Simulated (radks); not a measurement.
Dy38+, configuration [Ar] 3d10.

All-electron calculation, non-relativistic Kohn-Sham, PBE, spin-polarised, spherical densities, point nucleus; relativity is left out, which matters for an element this heavy. Program: a radial shooting solver on a logarithmic mesh with Libxc functionals.

Energy parts (eV):
| part | energy |
|---|---|
| total | -293078.59 |
| kinetic | 293036.07 |
| electron-nucleus | -642832.74 |
| Hartree | 61975.24 |
| exchange-correlation | -5257.15 |

Orbitals (lengths in bohr, moments of r in powers of bohr; r(max) is where P^2 peaks):
orbital  occ.  eigenvalue (eV)   r(max)
1s          2        -51858.91  0.01524
2s          2        -9662.002  0.08326
2p          6        -9292.158  0.06476
3s          2        -3306.422   0.2289
3p          6        -3143.026   0.2161
3d         10        -2844.273   0.1712

The highest occupied level is 3d at -2844.3 eV. The density falls to 0.001 e/bohr^3 at r = 0.76 bohr.
